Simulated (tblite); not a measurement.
A geometry optimisation, step by step.

C9H11OP.
Numbering: `[OH:1][CH2:2][P:3]1[CH2:4][CH2:5][c:6]2[cH:7][cH:8][cH:9][cH:10][c:11]21` (hydrogens: H12 on O1; H13, H14 on C2; H15, H16 on C4; H17, H18 on C5; H19 on C7; H20 on C8; H21 on C9; H22 on C10)

Computed with GFN2-xTB (tblite), gas phase: L-BFGS steps from a force-field or distance-geometry start until the largest atomic force falls under 0.01 eV/Å. 9 of its 56 geometries are shown.

Step 0: E = -855.6711 eV, largest atomic force 1.043 eV/Å
```
atom  x, y, z in Å  |  force x, y, z in eV/Å
O1      3.506    1.172   -0.460   -0.762  -0.511   0.457
C2      2.115    1.246   -0.117    0.869   0.574  -0.052
P3      1.534   -0.193    0.901    0.284  -0.607   0.203
C4      1.447   -1.487   -0.454   -0.254  -0.377   0.550
C5      0.181   -1.228   -1.266   -0.113  -0.060  -0.268
C6     -0.817   -0.558   -0.365    0.016   0.183   0.016
C7     -2.176   -0.461   -0.626   -0.071   0.336   0.654
C8     -2.985    0.235    0.278    0.186  -0.080  -0.032
C9     -2.437    0.832    1.412   -0.374   0.111   0.021
C10    -1.075    0.751    1.669    0.051  -0.124  -0.204
C11    -0.266    0.059    0.771   -0.362   0.091  -0.221
H12     3.940    0.842    0.341    0.161   0.146  -0.272
H13     1.548    1.357   -1.025   -0.157  -0.013  -0.523
H14     1.982    2.159    0.469   -0.255   0.207   0.230
H15     2.345   -1.510   -1.063    0.126   0.067   0.011
H16     1.355   -2.465    0.068    0.119   0.412  -0.238
H17     0.408   -0.552   -2.107   -0.116  -0.210   0.149
H18    -0.212   -2.170   -1.679    0.062   0.302   0.049
H19    -2.607   -0.919   -1.502    0.023  -0.015  -0.021
H20    -4.054    0.308    0.092    0.262  -0.001   0.053
H21    -3.090    1.378    2.107    0.341  -0.306  -0.367
H22    -0.654    1.222    2.553   -0.034  -0.123  -0.194
```

Step 7: E = -855.7675 eV, largest atomic force 0.105 eV/Å
```
atom  x, y, z in Å  |  force x, y, z in eV/Å
O1      3.467    1.110   -0.456   -0.033  -0.040   0.003
C2      2.114    1.268   -0.104    0.053  -0.005  -0.020
P3      1.537   -0.208    0.912    0.002  -0.086   0.060
C4      1.437   -1.492   -0.440    0.013  -0.003   0.013
C5      0.176   -1.227   -1.266    0.027  -0.015  -0.029
C6     -0.813   -0.543   -0.372   -0.024  -0.011  -0.028
C7     -2.172   -0.452   -0.608   -0.019   0.013  -0.021
C8     -2.982    0.235    0.282    0.002   0.025   0.006
C9     -2.435    0.832    1.405   -0.024   0.011  -0.001
C10    -1.074    0.744    1.649   -0.036   0.041   0.042
C11    -0.263    0.062    0.758   -0.060   0.012  -0.026
H12     3.969    0.863    0.330   -0.006   0.081   0.005
H13     1.561    1.357   -1.043   -0.041   0.012   0.027
H14     1.952    2.183    0.490    0.029  -0.045  -0.034
H15     2.345   -1.496   -1.044    0.019   0.047   0.020
H16     1.364   -2.463    0.060    0.005   0.022  -0.010
H17     0.401   -0.565   -2.107    0.018  -0.005  -0.027
H18    -0.222   -2.155   -1.681   -0.032  -0.005   0.014
H19    -2.600   -0.913   -1.485   -0.005  -0.028  -0.033
H20    -4.044    0.308    0.096    0.018  -0.016   0.007
H21    -3.076    1.364    2.094    0.039  -0.007   0.006
H22    -0.652    1.204    2.530    0.051   0.004   0.028
```

Step 14: E = -855.7766 eV, largest atomic force 0.080 eV/Å
```
atom  x, y, z in Å  |  force x, y, z in eV/Å
O1      3.456    1.066   -0.466   -0.060   0.002   0.025
C2      2.110    1.249   -0.099    0.027   0.011   0.009
P3      1.520   -0.224    0.926    0.065   0.047   0.003
C4      1.435   -1.490   -0.438    0.009  -0.008   0.036
C5      0.175   -1.227   -1.270    0.031  -0.024  -0.028
C6     -0.816   -0.533   -0.385    0.018  -0.029  -0.002
C7     -2.176   -0.445   -0.619    0.024   0.024   0.024
C8     -2.978    0.242    0.279   -0.034  -0.004   0.005
C9     -2.433    0.840    1.404   -0.008  -0.004   0.007
C10    -1.073    0.750    1.648   -0.019  -0.005  -0.012
C11    -0.272    0.065    0.752    0.018   0.011  -0.002
H12     3.977    0.925    0.334   -0.005   0.043  -0.027
H13     1.541    1.350   -1.028    0.013  -0.046   0.029
H14     1.969    2.170    0.490    0.035  -0.040   0.001
H15     2.355   -1.463   -1.025   -0.031  -0.003  -0.025
H16     1.372   -2.466    0.050    0.007  -0.018  -0.031
H17     0.410   -0.580   -2.120   -0.009   0.017  -0.014
H18    -0.234   -2.154   -1.674    0.007  -0.030   0.007
H19    -2.604   -0.919   -1.491   -0.020   0.033   0.010
H20    -4.041    0.301    0.101   -0.034   0.018   0.005
H21    -3.069    1.365    2.101   -0.010  -0.001  -0.030
H22    -0.635    1.197    2.529   -0.026   0.007   0.010
```

Step 21: E = -855.7800 eV, largest atomic force 0.053 eV/Å
```
atom  x, y, z in Å  |  force x, y, z in eV/Å
O1      3.452    1.050   -0.473   -0.038   0.010   0.019
C2      2.112    1.239   -0.093    0.002  -0.003   0.009
P3      1.521   -0.231    0.936    0.007   0.028  -0.044
C4      1.438   -1.490   -0.437   -0.008  -0.008  -0.006
C5      0.177   -1.230   -1.270   -0.014  -0.001   0.012
C6     -0.815   -0.533   -0.386   -0.006   0.004   0.006
C7     -2.175   -0.439   -0.618   -0.006  -0.002  -0.005
C8     -2.982    0.244    0.279    0.008   0.007   0.007
C9     -2.436    0.840    1.403    0.003   0.018   0.002
C10    -1.075    0.750    1.646    0.000  -0.009   0.008
C11    -0.271    0.066    0.751   -0.009  -0.028   0.017
H12     3.984    0.970    0.326    0.050   0.009  -0.014
H13     1.532    1.331   -1.015    0.008  -0.002   0.019
H14     1.985    2.161    0.495   -0.008  -0.027  -0.014
H15     2.353   -1.453   -1.030    0.004   0.000  -0.001
H16     1.381   -2.474    0.038    0.014   0.000  -0.006
H17     0.410   -0.586   -2.125   -0.015  -0.013   0.021
H18    -0.229   -2.162   -1.667    0.001   0.012   0.008
H19    -2.610   -0.905   -1.490    0.009  -0.006  -0.028
H20    -4.047    0.305    0.104    0.013   0.000  -0.016
H21    -3.073    1.369    2.096   -0.005   0.002   0.006
H22    -0.642    1.197    2.529   -0.009   0.008   0.002
```

Step 28: E = -855.7815 eV, largest atomic force 0.033 eV/Å
```
atom  x, y, z in Å  |  force x, y, z in eV/Å
O1      3.450    1.045   -0.476   -0.010   0.018  -0.026
C2      2.113    1.233   -0.087    0.004  -0.007   0.004
P3      1.522   -0.238    0.940   -0.013  -0.001  -0.004
C4      1.439   -1.491   -0.439   -0.008  -0.008  -0.008
C5      0.175   -1.234   -1.266   -0.013   0.001   0.008
C6     -0.817   -0.537   -0.381    0.006   0.007   0.010
C7     -2.175   -0.436   -0.620    0.010  -0.005   0.006
C8     -2.983    0.248    0.276    0.003   0.003  -0.006
C9     -2.438    0.843    1.402    0.005  -0.011   0.001
C10    -1.078    0.748    1.650    0.005  -0.002  -0.006
C11    -0.273    0.059    0.758    0.009  -0.002   0.006
H12     4.005    1.000    0.312   -0.017   0.003   0.010
H13     1.529    1.322   -1.007    0.011   0.006   0.009
H14     1.986    2.155    0.500    0.002  -0.007  -0.001
H15     2.352   -1.447   -1.035    0.005   0.012   0.000
H16     1.393   -2.478    0.030    0.001  -0.004   0.005
H17     0.402   -0.590   -2.122   -0.008  -0.010   0.009
H18    -0.232   -2.167   -1.661   -0.003   0.005   0.006
H19    -2.607   -0.896   -1.498    0.008   0.003   0.002
H20    -4.046    0.310    0.097    0.002   0.014  -0.010
H21    -3.076    1.372    2.095    0.003   0.000  -0.008
H22    -0.648    1.200    2.532    0.001  -0.012  -0.007
```

Step 34: E = -855.7820 eV, largest atomic force 0.018 eV/Å
```
atom  x, y, z in Å  |  force x, y, z in eV/Å
O1      3.450    1.051   -0.480    0.002  -0.003   0.002
C2      2.113    1.231   -0.086   -0.008   0.006  -0.002
P3      1.523   -0.241    0.940   -0.007  -0.002   0.007
C4      1.439   -1.493   -0.439    0.003   0.000  -0.003
C5      0.172   -1.237   -1.263    0.000  -0.001  -0.002
C6     -0.816   -0.539   -0.377    0.003   0.000   0.000
C7     -2.174   -0.435   -0.620    0.004   0.000  -0.004
C8     -2.982    0.250    0.273    0.004   0.003  -0.002
C9     -2.438    0.842    1.401    0.005   0.007   0.000
C10    -1.079    0.746    1.651    0.007  -0.002   0.002
C11    -0.272    0.056    0.762    0.005   0.000   0.000
H12     4.004    1.009    0.307    0.000  -0.002   0.002
H13     1.528    1.322   -1.004   -0.017   0.005  -0.005
H14     1.985    2.150    0.504   -0.008   0.010   0.007
H15     2.350   -1.441   -1.036    0.003  -0.007  -0.007
H16     1.397   -2.481    0.028    0.004  -0.003  -0.004
H17     0.395   -0.594   -2.119    0.004  -0.006  -0.007
H18    -0.238   -2.170   -1.656    0.005  -0.009   0.006
H19    -2.601   -0.893   -1.501   -0.005  -0.003  -0.001
H20    -4.044    0.319    0.089    0.001   0.010  -0.002
H21    -3.076    1.373    2.092   -0.003   0.004   0.005
H22    -0.649    1.197    2.534   -0.002  -0.004   0.008
```

Step 41: E = -855.7828 eV, largest atomic force 0.023 eV/Å
```
atom  x, y, z in Å  |  force x, y, z in eV/Å
O1      3.437    1.062   -0.485    0.002   0.006   0.012
C2      2.102    1.234   -0.083   -0.002  -0.004   0.008
P3      1.526   -0.247    0.940    0.013  -0.007   0.000
C4      1.444   -1.498   -0.443    0.007   0.010   0.006
C5      0.171   -1.249   -1.258    0.005  -0.005   0.000
C6     -0.813   -0.544   -0.373   -0.007  -0.007  -0.008
C7     -2.168   -0.432   -0.622   -0.007   0.015  -0.003
C8     -2.974    0.264    0.265   -0.003   0.011  -0.001
C9     -2.432    0.847    1.399   -0.003   0.001   0.000
C10    -1.075    0.739    1.657   -0.005  -0.014  -0.001
C11    -0.268    0.049    0.768   -0.005  -0.011  -0.006
H12     3.996    1.022    0.300   -0.014  -0.003  -0.018
H13     1.510    1.330   -0.997    0.004  -0.008   0.009
H14     1.973    2.148    0.515   -0.007  -0.001  -0.001
H15     2.351   -1.438   -1.046    0.000   0.006   0.005
H16     1.413   -2.490    0.018    0.005   0.017   0.013
H17     0.388   -0.614   -2.123   -0.002  -0.008  -0.005
H18    -0.241   -2.186   -1.638    0.000  -0.002  -0.006
H19    -2.595   -0.891   -1.503   -0.002   0.010   0.003
H20    -4.033    0.351    0.071   -0.002  -0.011   0.006
H21    -3.072    1.378    2.088    0.011   0.010   0.000
H22    -0.650    1.182    2.547    0.009  -0.005  -0.011
```

Step 48: E = -855.7836 eV, largest atomic force 0.021 eV/Å
```
atom  x, y, z in Å  |  force x, y, z in eV/Å
O1      3.422    1.074   -0.489   -0.006   0.005  -0.003
C2      2.089    1.235   -0.075   -0.003   0.000   0.001
P3      1.529   -0.256    0.943    0.004   0.009  -0.015
C4      1.450   -1.499   -0.445    0.001   0.000   0.009
C5      0.170   -1.262   -1.256    0.006  -0.003   0.000
C6     -0.811   -0.549   -0.373   -0.006  -0.006  -0.004
C7     -2.165   -0.423   -0.626   -0.006  -0.009   0.004
C8     -2.969    0.280    0.258    0.003  -0.007   0.001
C9     -2.426    0.853    1.397   -0.004  -0.010  -0.003
C10    -1.071    0.727    1.661   -0.007   0.019   0.000
C11    -0.266    0.035    0.771   -0.018   0.005  -0.003
H12     3.988    1.037    0.290    0.005  -0.005   0.005
H13     1.490    1.329   -0.984   -0.001  -0.004   0.009
H14     1.959    2.146    0.527   -0.006  -0.006  -0.002
H15     2.354   -1.429   -1.053   -0.005   0.005   0.007
H16     1.432   -2.490    0.017    0.000  -0.009  -0.006
H17     0.381   -0.639   -2.130    0.000   0.005  -0.001
H18    -0.242   -2.204   -1.622    0.003  -0.005   0.003
H19    -2.594   -0.879   -1.507    0.003   0.020  -0.004
H20    -4.027    0.375    0.059    0.013   0.000   0.008
H21    -3.062    1.391    2.085    0.015  -0.003  -0.012
H22    -0.644    1.163    2.552    0.010   0.001   0.005
```

Step 55: E = -855.7839 eV, largest atomic force 0.009 eV/Å
```
atom  x, y, z in Å  |  force x, y, z in eV/Å
O1      3.417    1.080   -0.490   -0.007   0.003  -0.005
C2      2.084    1.236   -0.073   -0.006  -0.001   0.000
P3      1.528   -0.258    0.944    0.006  -0.003   0.000
C4      1.452   -1.500   -0.445    0.002  -0.002   0.000
C5      0.171   -1.267   -1.254    0.001  -0.001   0.000
C6     -0.811   -0.553   -0.373    0.001   0.004  -0.001
C7     -2.164   -0.421   -0.628    0.001   0.005  -0.002
C8     -2.966    0.283    0.257   -0.001  -0.001   0.002
C9     -2.422    0.854    1.396   -0.001   0.003  -0.001
C10    -1.069    0.726    1.661   -0.002   0.001   0.001
C11    -0.267    0.031    0.772    0.000  -0.005   0.005
H12     3.985    1.039    0.287    0.001  -0.002   0.007
H13     1.481    1.329   -0.979    0.000   0.000  -0.002
H14     1.951    2.145    0.531    0.000  -0.002   0.000
H15     2.355   -1.424   -1.053    0.002   0.001  -0.002
H16     1.439   -2.492    0.015    0.000  -0.004  -0.002
H17     0.378   -0.646   -2.131    0.001   0.001   0.001
H18    -0.240   -2.211   -1.616    0.000  -0.002  -0.001
H19    -2.594   -0.869   -1.513    0.002   0.001   0.000
H20    -4.023    0.383    0.057    0.000  -0.001   0.002
H21    -3.056    1.397    2.082   -0.002  -0.003   0.002
H22    -0.640    1.158    2.554    0.002   0.008  -0.004
```

Problem. Summarise the path.

Solution. The energy falls by 2.60 kcal/mol from step 0 to step 55; nine tenths of that is first reached at step 11. It falls at every step. The largest force goes from 1.043 to 0.009 eV/Å. Among the bonds C2–P3 changes most, from 1.856 to 1.890 Å; the atoms move by 0.081 Å rms after alignment.

Problem. Follow the three bonds and two angles with the largest change from start to end.

Solution. 
```json
{"step": "0", "E above end (kcal/mol)": "2.60", "largest force (eV/Å)": "1.043", "C2–P3 (Å)": "1.856", "O1–C2 (Å)": "1.434", "C9–H21 (Å)": "1.099", "O1–C2–H14 (°)": "106.8", "C2–O1–H12 (°)": "104.7"}
{"step": "2", "E above end (kcal/mol)": "0.98", "largest force (eV/Å)": "0.350", "C2–P3 (Å)": "1.888", "O1–C2 (Å)": "1.398", "C9–H21 (Å)": "1.082", "O1–C2–H14 (°)": "109.4", "C2–O1–H12 (°)": "107.1"}
{"step": "5", "E above end (kcal/mol)": "0.47", "largest force (eV/Å)": "0.133", "C2–P3 (Å)": "1.892", "O1–C2 (Å)": "1.408", "C9–H21 (Å)": "1.079", "O1–C2–H14 (°)": "111.2", "C2–O1–H12 (°)": "108.5"}
{"step": "7", "E above end (kcal/mol)": "0.38", "largest force (eV/Å)": "0.105", "C2–P3 (Å)": "1.883", "O1–C2 (Å)": "1.407", "C9–H21 (Å)": "1.081", "O1–C2–H14 (°)": "111.6", "C2–O1–H12 (°)": "109.0"}
{"step": "10", "E above end (kcal/mol)": "0.28", "largest force (eV/Å)": "0.096", "C2–P3 (Å)": "1.885", "O1–C2 (Å)": "1.403", "C9–H21 (Å)": "1.080", "O1–C2–H14 (°)": "112.2", "C2–O1–H12 (°)": "109.2"}
{"step": "12", "E above end (kcal/mol)": "0.22", "largest force (eV/Å)": "0.101", "C2–P3 (Å)": "1.890", "O1–C2 (Å)": "1.406", "C9–H21 (Å)": "1.080", "O1–C2–H14 (°)": "112.1", "C2–O1–H12 (°)": "108.9"}
{"step": "14", "E above end (kcal/mol)": "0.17", "largest force (eV/Å)": "0.080", "C2–P3 (Å)": "1.889", "O1–C2 (Å)": "1.407", "C9–H21 (Å)": "1.080", "O1–C2–H14 (°)": "111.7", "C2–O1–H12 (°)": "108.7"}
{"step": "17", "E above end (kcal/mol)": "0.12", "largest force (eV/Å)": "0.084", "C2–P3 (Å)": "1.884", "O1–C2 (Å)": "1.405", "C9–H21 (Å)": "1.080", "O1–C2–H14 (°)": "111.4", "C2–O1–H12 (°)": "108.6"}
{"step": "19", "E above end (kcal/mol)": "0.10", "largest force (eV/Å)": "0.043", "C2–P3 (Å)": "1.887", "O1–C2 (Å)": "1.405", "C9–H21 (Å)": "1.080", "O1–C2–H14 (°)": "111.5", "C2–O1–H12 (°)": "108.4"}
{"step": "22", "E above end (kcal/mol)": "0.08", "largest force (eV/Å)": "0.061", "C2–P3 (Å)": "1.890", "O1–C2 (Å)": "1.406", "C9–H21 (Å)": "1.080", "O1–C2–H14 (°)": "111.6", "C2–O1–H12 (°)": "108.3"}
{"step": "24", "E above end (kcal/mol)": "0.07", "largest force (eV/Å)": "0.038", "C2–P3 (Å)": "1.888", "O1–C2 (Å)": "1.405", "C9–H21 (Å)": "1.080", "O1–C2–H14 (°)": "111.6", "C2–O1–H12 (°)": "108.6"}
{"step": "26", "E above end (kcal/mol)": "0.06", "largest force (eV/Å)": "0.035", "C2–P3 (Å)": "1.887", "O1–C2 (Å)": "1.405", "C9–H21 (Å)": "1.080", "O1–C2–H14 (°)": "111.7", "C2–O1–H12 (°)": "109.0"}
{"step": "29", "E above end (kcal/mol)": "0.05", "largest force (eV/Å)": "0.031", "C2–P3 (Å)": "1.889", "O1–C2 (Å)": "1.406", "C9–H21 (Å)": "1.080", "O1–C2–H14 (°)": "111.7", "C2–O1–H12 (°)": "109.1"}
{"step": "31", "E above end (kcal/mol)": "0.05", "largest force (eV/Å)": "0.028", "C2–P3 (Å)": "1.890", "O1–C2 (Å)": "1.406", "C9–H21 (Å)": "1.080", "O1–C2–H14 (°)": "111.7", "C2–O1–H12 (°)": "109.0"}
{"step": "33", "E above end (kcal/mol)": "0.05", "largest force (eV/Å)": "0.016", "C2–P3 (Å)": "1.889", "O1–C2 (Å)": "1.405", "C9–H21 (Å)": "1.080", "O1–C2–H14 (°)": "111.6", "C2–O1–H12 (°)": "108.9"}
{"step": "36", "E above end (kcal/mol)": "0.04", "largest force (eV/Å)": "0.026", "C2–P3 (Å)": "1.889", "O1–C2 (Å)": "1.405", "C9–H21 (Å)": "1.080", "O1–C2–H14 (°)": "111.6", "C2–O1–H12 (°)": "108.9"}
{"step": "38", "E above end (kcal/mol)": "0.04", "largest force (eV/Å)": "0.033", "C2–P3 (Å)": "1.890", "O1–C2 (Å)": "1.406", "C9–H21 (Å)": "1.081", "O1–C2–H14 (°)": "111.6", "C2–O1–H12 (°)": "108.9"}
{"step": "41", "E above end (kcal/mol)": "0.02", "largest force (eV/Å)": "0.023", "C2–P3 (Å)": "1.890", "O1–C2 (Å)": "1.405", "C9–H21 (Å)": "1.080", "O1–C2–H14 (°)": "111.6", "C2–O1–H12 (°)": "108.9"}
{"step": "43", "E above end (kcal/mol)": "0.02", "largest force (eV/Å)": "0.026", "C2–P3 (Å)": "1.889", "O1–C2 (Å)": "1.405", "C9–H21 (Å)": "1.080", "O1–C2–H14 (°)": "111.6", "C2–O1–H12 (°)": "108.8"}
{"step": "45", "E above end (kcal/mol)": "0.01", "largest force (eV/Å)": "0.031", "C2–P3 (Å)": "1.889", "O1–C2 (Å)": "1.405", "C9–H21 (Å)": "1.080", "O1–C2–H14 (°)": "111.7", "C2–O1–H12 (°)": "108.8"}
{"step": "48", "E above end (kcal/mol)": "0.01", "largest force (eV/Å)": "0.021", "C2–P3 (Å)": "1.890", "O1–C2 (Å)": "1.405", "C9–H21 (Å)": "1.081", "O1–C2–H14 (°)": "111.6", "C2–O1–H12 (°)": "108.9"}
{"step": "50", "E above end (kcal/mol)": "0.00", "largest force (eV/Å)": "0.016", "C2–P3 (Å)": "1.890", "O1–C2 (Å)": "1.405", "C9–H21 (Å)": "1.080", "O1–C2–H14 (°)": "111.6", "C2–O1–H12 (°)": "108.9"}
{"step": "53", "E above end (kcal/mol)": "0.00", "largest force (eV/Å)": "0.011", "C2–P3 (Å)": "1.889", "O1–C2 (Å)": "1.405", "C9–H21 (Å)": "1.080", "O1–C2–H14 (°)": "111.7", "C2–O1–H12 (°)": "108.9"}
{"step": "55", "E above end (kcal/mol)": "0.00", "largest force (eV/Å)": "0.009", "C2–P3 (Å)": "1.890", "O1–C2 (Å)": "1.405", "C9–H21 (Å)": "1.080", "O1–C2–H14 (°)": "111.7", "C2–O1–H12 (°)": "108.9"}
```
